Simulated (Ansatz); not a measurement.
`C[S][SnH]([CH3])[F]` + H–F → `C[S][SnH]([F])[F]` + CH₄ at 298.15 K and 1 bar (ligand exchange at the Sn–C bond).

Gas-phase electronic energies from Ansatz, PBE0-D4/def2-TZVP geometries. CCSD(T)/CBS adds triple-zeta CCSD(T) − MP2 to the extrapolated MP2 energy (def2 sets, frozen cores). This one scheme is used for every species. def2 core potentials past Kr. For Sn outer-core shells are correlated without core-valence functions, which leaves a few kJ/mol of doubt a bond. One conformer a species, not always the lowest.

```
              species  CCSD(T)/CBS energy (Eh)  H − E (kJ/mol)  S (J/(mol·K))
`C[S][SnH]([CH3])[F]`               -791.97424           247.1          412.1
                  H–F               -100.39570            33.5          173.6
  `C[S][SnH]([F])[F]`               -851.93361           154.9          388.6
                  CH₄                -40.46206           127.4          186.2
```

H − E and S are ideal-gas, rigid-rotor, harmonic terms from PBE0-D4/def2-TZVP, for one conformer and one mirror image of each species. 1 Eh = 2625.50 kJ/mol, R = 8.31446 J/(mol·K).

Problem. By hand: ΔE, ΔH, ΔS and ΔG.

Solution. ΔE = (-851.93361) + (-40.46206) − (-791.97424) − (-100.39570) = -0.02573 Eh = -67.6 kJ/mol. Δ(H − E) = 154.9 + 127.4 − 247.1 − 33.5 = 1.7, so ΔH = -65.9 kJ/mol. ΔS = 388.6 + 186.2 − 412.1 − 173.6 = -10.9 J/(mol·K). ΔG = -65.9 − 298.15 × (-10.9)/1000 = -62.7 kJ/mol.

Problem. By hand: the equilibrium constant, and the temperature at which ΔG would vanish if ΔH and ΔS stayed fixed.

Solution. log₁₀ K = −ΔG/(RT ln 10) = 11.0. ΔG = 0 at ΔH/ΔS = 6046 K, far beyond where these terms or the molecules hold.

The number of gas molecules stays the same, so ΔS is small and ΔH decides. A doubt of 5 kJ/mol in ΔE shifts log₁₀ K by 0.9 here. Other conformers and mirror images would add mixing entropy, several J/(mol·K) or more a flexible species. Modes under 60 cm⁻¹, often nearly free rotors, make the harmonic entropy too high. These are equilibria of isolated gas molecules and say nothing of rates. Largest T1 diagnostic: 0.014 (customary marks: 0.02 for closed shells, 0.045 for open ones).
